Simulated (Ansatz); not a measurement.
Basis-set extrapolation for C2H4FNSi (`F[SiH]1C=NC1`) (PBE0-D4/def2-TZVP geometry, frozen core, Ansatz). Multiplicity 1, RHF reference.

```json
{"": "HF", "def2-TZVPP": "-521.005964", "def2-QZVPP": "-521.025896"}
{"": "MP2 correlation", "def2-TZVPP": "-0.883504", "def2-QZVPP": "-0.951426"}
{"": "CCSD(T) correlation", "def2-TZVPP": "-0.948282", "def2-QZVPP": "not run"}
```

Energies in hartree. Use E(X) = E(∞) + A·exp(−7.88·√X) for Hartree–Fock and E(X) = E(∞) + B·X^(−2.97) for correlation, with X = 3 and 4, and add CCSD(T) minus MP2 of the smaller set to the MP2 limit.

Q: What is the CCSD(T) energy at the basis-set limit?

A: HF limit: -521.025896 + (-0.019932) × 0.13774 = -521.02864. MP2 limit: -0.951426 + (-0.067922) × 0.74074 = -1.00174. Higher-order term: -0.948282 − (-0.883504) = -0.06478. Total: -522.09516 hartree, 3.83 eV below CCSD(T)/def2-TZVPP.
